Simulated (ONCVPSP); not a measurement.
Before and after: ONCV potential for cadmium

```json
{
 "Element": "cadmium",
 "Generator": "ONCVPSP 4.0.1",
 "Type": "optimised norm-conserving Vanderbilt (ONCV)",
 "Functional": "LDA (Perdew-Wang 92)",
 "Relativity": "scalar-relativistic",
 "Frozen core": "[Ar] 3d10 4s2",
 "Valence charge": "18",
 "Reference configuration": "4p6 4d10 5s2",
 "Partial waves": "5s: rc 1.95 bohr, ncon 5, nbas 9, qcut 3.3 1/bohr, 2 projectors, debl 1.1 Ha; 4p: rc 1.10 bohr, ncon 4, nbas 8, qcut 7.3 1/bohr, 2 projectors, debl 1.5 Ha; 4d: rc 1.10 bohr, ncon 4, nbas 9, qcut 16.8 1/bohr, local",
 "Local potential": "the d channel",
 "Core correction": "none"
}
```

In the p channel the program set the typed energies aside and used -2.462, 0.250 Ha.

All-electron outer shells of the reference configuration (LDA (PZ), scalar-relativistic, ld1.x):

| shell | level (eV) | outermost node (bohr) | outermost maximum (bohr) |
| --- | --- | --- | --- |
| 4s | -105.84 | 0.43 | 0.79 |
| 4p | -66.99 | 0.43 | 0.84 |
| 4d | -11.90 | 0.42 | 0.98 |
| 5s | -5.96 | 1.07 | 2.32 |

Change: s: qcut 2.

Cutoffs: the cutoffs (Ha) at which the residual kinetic energy of the hardest occupied pseudo-wave falls to 1 and 0.1 mHa per electron; they do not see the model core or the augmentation charge, which bear on the density cutoff. Errors are all-electron minus pseudo energies relative to the spin-unpolarised reference configuration.

**Question.** What does the change do?

**Answer.** The potential gets neither clearly harder nor softer (125 Ha and 170 Ha → 125 Ha and 170 Ha); both files keep a bound ghost (s); the number of tests with a reliable result goes from 3 to 4; of the 3 tests that both files solve, the error grows in 0 and shrinks in 2 by more than 15 % and 0.3 meV (median size 25.7 → 21.9 meV); the range in which the s phases agree narrows (upper end at the end of the scan → 3.2).

```tsv
quantity	base	changed
cutoff, loose	125 Ha	125 Ha
cutoff, tight	170 Ha	170 Ha
loose cutoff by channel	s 25 Ha, p 125 Ha, d 48 Ha	s 12 Ha, p 125 Ha, d 48 Ha
bound ghosts	s	s
GHOST(+) flags under 300 eV	s at 259.2 eV	s at 104.4 eV
tests with a reliable result	3 of 4	4 of 4
error for 4p6 4d10 5s1, meV [ΔE 9.62 eV]	-6.3	-5.7
error for 4p6 4d10 5s0, meV [ΔE 27.14 eV]	-32	-27
error for 4p6 4d10 5s0 5p1, meV [ΔE 15.53 eV]	-26	-22
s: phases at 1.98 bohr within 0.05 rad from the reference energy up to (Ha; the scan ends near 5)	to the end of the scan	3.2
p: phases at 1.12 bohr within 0.05 rad from the reference energy up to (Ha; the scan ends near 5)	to the end of the scan	to the end of the scan
d: phases at 1.12 bohr within 0.05 rad from the reference energy up to (Ha; the scan ends near 5)	to the end of the scan	to the end of the scan
```

 A true bound ghost makes a file unfit for plane-wave use even where its test errors are small: the radial tests pick states by their node count and pass the ghost by.
